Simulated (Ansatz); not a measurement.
Geometry optimisation, RKS PBE-D4/def2-SVP (Ansatz).

Input:

```yaml
crystal:
  periodic: [false, false, false]
  atoms:
    - { symbol: Ga, position_ang: [0.048492, 0.306149, -0.092252] }
    - { symbol: H, position_ang: [-0.387076, 0.435686, 1.415185] }
    - { symbol: H, position_ang: [1.569238, 0.367588, -0.497377] }
    - { symbol: H, position_ang: [-1.082816, 0.102684, -1.176302] }
    - { symbol: "N", position_ang: [-0.329284, -2.39088, 1.432246] }
    - { symbol: H, position_ang: [-0.421243, -2.614888, 0.43302] }
    - { symbol: C, position_ang: [0.992243, -2.655698, 1.984461] }
    - { symbol: H, position_ang: [1.218064, -3.738506, 1.908967] }
    - { symbol: H, position_ang: [1.841007, -2.099553, 1.515011] }
    - { symbol: H, position_ang: [0.997831, -2.408028, 3.068012] }
    - { symbol: H, position_ang: [-0.648857, -1.407154, 1.59153] }
basis:
  gaussian: { orbitals: def2-SVP }
hamiltonian:
  xc: pbe
  dispersion: d4
relax:
  f_tol: 0.03
  max_steps: 50
```

Launched with:

```bash
$ ansatz run input.yaml --threads 2 --pin off --max-ram 3072MiB --backend cpu --events-out ev --progress --plain --runs-dir out
```

Q: Where does it end, and by what steps?

A: The run converged. The force dipped under the threshold on the way, but the program's further checks kept it going. After 12 steps the energy has fallen by 1.122 eV; H11 moved furthest, 0.84 Å. Joined: Ga1–N5 (3.12 → 2.16 Å).

| step | energy less start (eV) | largest force component (eV/Å) | accepted |
| --- | --- | --- | --- |
| 0 | 0.0000 | 0.743 | yes |
| 1 | -0.0811 | 0.553 | yes |
| 2 | -0.1460 | 0.555 | yes |
| 3 | -0.2337 | 0.751 | yes |
| 4 | -0.3744 | 1.373 | yes |
| 5 | -0.6485 | 1.780 | yes |
| 6 | -0.9627 | 0.827 | yes |
| 7 | -1.0415 | 0.261 | yes |
| 8 | -1.0896 | 0.154 | yes |
| 9 | -1.0961 | 0.599 | yes |
| 10 | -1.1197 | 0.045 | yes |
| 11 | -1.1213 | 0.018 | yes |
| 12 | -1.1216 | 0.025 | yes |

```xyz
11
Properties=species:S:1:pos:R:3
Ga 0.045 0.005 0.261
H -0.116 0.732 1.670
H 1.504 -0.055 -0.376
H -1.210 -0.003 -0.722
N -0.094 -2.033 0.958
H -0.104 -2.640 0.126
C 0.980 -2.430 1.886
H 0.884 -3.478 2.243
H 1.956 -2.309 1.379
H 0.970 -1.750 2.759
H -1.018 -2.142 1.399
```

Whether the end is a true minimum wasn't checked by a vibrational analysis.

Run time: 11 s on 2 threads of AMD EPYC 9R45 96-Core Processor (Zen 5), with other jobs on the host, peak memory 0.16 GiB.
